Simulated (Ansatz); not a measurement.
One change: `CS[SiH](F)S` becomes `CS[SiH](N)F`.

Ansatz, PBE0-D4/def2-TZVP geometries, multiplicity 1. Each molecule was computed in one conformer, which needn't be the lowest.

```tsv
property	`CS[SiH](F)S`
HOMO–LUMO gap (ωB97M-V/def2-TZVPP) / eV	11.37
LUMO energy (PBE/def2-TZVPP) / eV	-1.07
HOMO–LUMO gap (PBE0/def2-TZVPP) / eV	7.30
size of the dipole moment (PBE/def2-TZVPP) / D	1.03
HOMO energy (PBE0/def2-TZVPP) / eV	-7.44
size of the dipole moment (ωB97M-V/def2-TZVPP) / D	0.97
```

Q: Give the same properties after the change, and the shifts. (An estimate is asked.)

A: Ansatz gave: 
```
                                          property  `CS[SiH](N)F`  shift
           HOMO–LUMO gap (ωB97M-V/def2-TZVPP) / eV          11.20  -0.17
                 LUMO energy (PBE/def2-TZVPP) / eV          -0.62   0.45
              HOMO–LUMO gap (PBE0/def2-TZVPP) / eV           7.31   0.01
    size of the dipole moment (PBE/def2-TZVPP) / D           0.69  -0.34
                HOMO energy (PBE0/def2-TZVPP) / eV          -7.03   0.41
size of the dipole moment (ωB97M-V/def2-TZVPP) / D           0.70  -0.27
```

Dipoles are sizes alone; their direction can turn.
